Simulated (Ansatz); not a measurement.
Gas-phase reaction in SMILES: O[Si](O)(O)F [fluoro(trihydroxy)silane] -> [O][Si](O)(O)F + H atom (the H-O bond at the site shown breaks; other sites are not compared here)
Each molecule is optimised on its own at B3LYP-D3(BJ)/def2-TZVP (Ansatz, an electronic-structure program), one conformer each, not searched for the lowest. Frequencies are from Ansatz.
Geometry of the first species:
SMILES: O[Si](O)(O)F
```xyz
8

Si     0.0007    -0.0003    -0.0170
F     -0.0678     0.0278     1.5817
O     -0.7923     1.2887    -0.6039
O      1.5552     0.0491    -0.4816
O     -0.6928    -1.3665    -0.5530
H     -0.5010     2.1695    -0.3569
H      2.1518    -0.6459    -0.1938
H     -1.6127    -1.5392    -0.3394
```
Charge 0, spin multiplicity 1.

Wanted: bond dissociation energy (0 K, with B3LYP-D3(BJ) harmonic zero-point energies), in eV. Correlated levels leave the core frozen unless marked. UHF or UKS for open shells. No spin-orbit coupling. Non-relativistic. CBS marks a two-point X^-3 extrapolation of the correlation energy; Hartree-Fock from the larger set (for Q and 5 zeta extrapolated as (X+1)exp(-9√X)).

```csv
level,program,bond dissociation energy (eV)
SVWN5/def2-TZVPD,Ansatz,5.76
BLYP/def2-TZVPD,Ansatz,4.95
PBE0/6-31G*,Ansatz,[?]
PBE0/def2-TZVP,Ansatz,[?]
HSE06-D3(BJ)/def2-TZVPD,Ansatz + dftd3,5.09
B2GP-PLYP/def2-TZVPD,Ansatz,5.19
SCS-MP2/6-31G,Ansatz,4.72
CCSD/6-31G*,Ansatz,4.63
"CCSD(T)/CBS(cc-pV(Q+d)Z,cc-pV(5+d)Z)",Ansatz,[?]
```

### Question
Some entries are withheld; supply them.

### Answer

- PBE0/6-31G*, bond dissociation energy (eV): 4.85
- PBE0/def2-TZVP, bond dissociation energy (eV): 5.05
- CCSD(T)/CBS(cc-pV(Q+d)Z,cc-pV(5+d)Z), bond dissociation energy (eV): 5.36
